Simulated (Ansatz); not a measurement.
Two members of one family (InN nanocrystals, H-capped) that differ in charge, which shifts all levels, computed with Ansatz in the gas phase; def2 core potentials for In, no spin–orbit coupling. The two geometries come from different levels. Sets without diffuse functions give affinities that are too small. A dash marks a value that wasn't run or was left out as unsound. The structures are stationary points that may keep the symmetry of their start. Remarks come from the PBE and PBE0 runs and from stability tests at other levels; not every state was tested. A HOMO above zero means that the electron is unbound at that level and held by the basis, or that self-interaction error raises the level; the energy of removing that electron tells which. HOMO above LUMO (over both spins in singlets and doublets, within one spin in higher multiplets; at PBE or PBE0), or a gap under 0.15 eV within one spin, warns that the state may not be the lowest or that an electron is smeared out.

First: In10N11H28⁺, cut from wurtzite, rod (singlet, charge 1, r2SCAN-D4/def2-SVP geometry).

```xyz
49

In   -0.738   -2.680    2.858
N    -2.248   -1.215    3.574
N     0.503   -1.497    1.571
In    0.248    0.651    1.921
In    3.095    0.180   -0.197
N     1.649    1.609    0.585
N     4.360    1.375   -1.528
In    4.304    3.595   -1.177
In   -3.309    0.189    2.217
N    -1.721    0.984    1.016
In    0.629    2.931   -0.813
N     2.241    3.739   -2.058
N    -2.038   -3.783    1.435
In    0.475   -2.246   -0.498
N     1.864   -0.984   -1.543
In   -3.069   -2.813   -0.281
N    -4.242   -1.324    0.885
N    -1.520   -1.618   -1.141
In   -2.000    0.517   -1.115
In    0.948    0.126   -3.233
N    -0.369    1.508   -2.101
H    -0.119   -3.672    4.110
H    -1.772   -0.632    4.273
H    -2.950   -1.721    4.126
H     1.458   -1.698    1.899
H     0.275    1.053    3.605
H     3.981   -0.669    1.019
H     2.202    2.239    1.184
H     5.331    1.052   -1.456
H     4.096    1.202   -2.504
H     4.064    3.761    0.527
H     5.397    4.328   -2.279
H    -4.457    1.168    3.027
H    -1.858    2.003    1.070
H    -0.337    4.150   -0.060
H     2.042    4.720   -2.279
H     2.251    3.260   -2.965
H    -2.736   -4.306    1.976
H    -1.450   -4.524    1.030
H     0.658   -3.968   -0.548
H     2.510   -1.640   -2.005
H    -4.058   -3.897   -1.163
H    -4.957   -1.827    1.422
H    -4.790   -0.795    0.196
H    -1.527   -1.849   -2.145
H    -3.631    0.818   -1.619
H     2.219    1.114   -3.907
H    -0.084   -0.988   -4.075
H    -0.818    2.073   -2.836
```

| level | HOMO (eV) | LUMO (eV) | gap (eV) | vertical EA (eV) |
| --- | --- | --- | --- | --- |
| PBE-D4/def2-SVP | -8.65 | -4.54 | 4.10 | 3.07 |
| r2SCAN-D4/def2-SVP | -8.90 | -4.32 | 4.57 | – |
| PBE0-D4/def2-SVP | -9.80 | -3.66 | 6.14 | 2.65 |

Remarks: gap within one spin near zero at PBE or PBE0 (neutral doublet).

Second: In12N12H32, cut from zinc blende (singlet, charge 0, PBE-D4/def2-SVP geometry).

```xyz
56

N     1.6456   -0.8421   -3.5592
N    -2.8743   -2.9601   -0.9533
N    -1.2874   -2.4495    2.4068
N     3.5731   -0.4164   -0.5401
N     1.9947   -1.2326    2.4205
N     0.4167   -1.8077   -0.5641
N    -0.8092    1.0151   -2.3668
N    -2.3787    0.2261    0.4951
N     0.9906    1.5303    0.6639
N     2.2037    2.3633   -2.3804
N    -0.7633    0.6099    3.5336
N    -1.7473    3.5713    1.4533
In   -0.8159   -3.1605   -1.8215
In    2.3217   -1.8186   -1.6093
In    0.8901    1.2132   -3.7105
In    0.7328   -2.6814    1.3932
In   -3.7937   -0.9014   -0.7994
In   -2.4089   -0.5061    2.4895
In    4.0605   -1.2533    1.5106
In    2.9173    1.6340   -0.3379
In    1.3342    0.8280    2.6842
In   -0.3883    0.1847   -0.3191
In   -3.2517    2.2699    0.3820
In    0.3564    3.6573    0.6795
H     2.3622   -1.0203   -4.2804
H     0.8473   -1.4490   -3.8256
H    -3.4981   -3.4795   -1.5901
H    -2.9481   -3.4823   -0.0682
H    -1.1671   -2.7857    3.3756
H    -1.9031   -3.1630    1.9859
H     4.4981   -0.4051   -1.0030
H     2.1726   -1.6105    3.3678
H    -1.5539    0.4126   -2.7593
H    -1.2847    1.9201   -2.2031
H     3.0169    2.7291   -2.8993
H     1.6586    3.2067   -2.1183
H    -0.6540    0.2017    4.4750
H    -1.0942    1.5668    3.7313
H    -1.7520    3.4089    2.4709
H    -2.1187    4.5313    1.3634
H    -0.3329   -4.8181   -1.5508
H    -0.9286   -2.3728   -3.4031
H     3.0599   -3.3142   -2.1099
H     0.7061    1.8379   -5.3177
H     1.1653   -4.3592    1.5647
H    -5.2953   -1.1299    0.0646
H    -3.5716   -0.3256   -2.4452
H    -3.7941   -0.6528    3.5287
H     4.4699   -2.9308    1.2490
H     4.9736   -0.0055    2.3228
H     4.1135    2.8024    0.1452
H     2.2156    1.7973    3.8290
H    -3.0493    2.8344   -1.2694
H    -4.6914    2.3248    1.3700
H     0.1793    4.1162   -1.0217
H     1.2797    4.5405    1.8705
```

**Question.** What does the change do? Estimate second minus first.

**Answer.** 
```csv
level,Δ HOMO (eV),Δ LUMO (eV),Δ gap (eV),Δ vertical EA (eV)
PBE-D4/def2-SVP,2.89,2.25,-0.65,-2.14
r2SCAN-D4/def2-SVP,2.91,2.18,-0.73,–
PBE0-D4/def2-SVP,2.92,2.17,-0.75,-2.05
```

Remarks: HOMO above zero (-1 doublet).
